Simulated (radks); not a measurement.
Ce3+, 55 electrons, occupied as [Xe] 4f1. All-electron calculation, Dirac Kohn-Sham, PBE, spin-unpolarised, spherical densities, finite nucleus; open shells fill j = l - 1/2 first; Fermi nuclear charge, rms radius 4.8771 fm. Program: a radial shooting solver on a logarithmic mesh with Libxc functionals. Some entries of the table are withheld. Estimate them.

| orbital | occ. | eigenvalue (eV) | r(max) (bohr) | <1/r> (bohr^-1) |
|---|---|---|---|---|
| 1s1/2 | 2 | -40254.86 | 0.01574 | 63.34 |
| 2s1/2 | 2 | -6462.674 | 0.08922 | 14.93 |
| 2p1/2 | 2 | -6103.236 | 0.06798 | 14.91 |
| 2p3/2 | 4 | -5656.648 | 0.07324 | 13.51 |
| 3s1/2 | 2 | -1410.097 | 0.2548 | 5.389 |
| 3p1/2 | 2 | -1257.844 | 0.2416 | 5.302 |
| 3p3/2 | 4 | -1170.076 | 0.2530 | 4.952 |
| 3d3/2 | 4 | -903.8376 | 0.2033 | (1) |
| 3d5/2 | 6 | -884.9903 | 0.2066 | (2) |
| 4s1/2 | 2 | -304.0346 | 0.5934 | 2.233 |
| 4p1/2 | 2 | -247.4742 | 0.6028 | 2.129 |
| 4p3/2 | 4 | -228.6238 | 0.6271 | 2.015 |
| 4d3/2 | 4 | (3) | 0.6479 | 1.797 |
| 4d5/2 | 6 | (4) | 0.6558 | 1.769 |
| 5s1/2 | 2 | -63.5864 | 1.369 | 0.8840 |
| 5p1/2 | 2 | -47.8952 | 1.491 | 0.7886 |
| 5p3/2 | 4 | -45.0126 | 1.555 | 0.7505 |
| 4f5/2 | 1 | -28.7946 | 0.7042 | 1.237 |
| 4f7/2 | 0 | -28.4523 | 0.7088 | 1.226 |
| 5d3/2 | 0 | -23.8307 | 1.983 | 0.5514 |
| 5d5/2 | 0 | -23.5140 | 2.009 | 0.5441 |
| 6s1/2 | 0 | -20.6642 | 3.172 | 0.3819 |

Answer. 
(1) 3d3/2 <1/r> (bohr^-1): 4.817
(2) 3d5/2 <1/r> (bohr^-1): 4.728
(3) 4d3/2 eigenvalue (eV): -135.7563
(4) 4d5/2 eigenvalue (eV): -132.4527
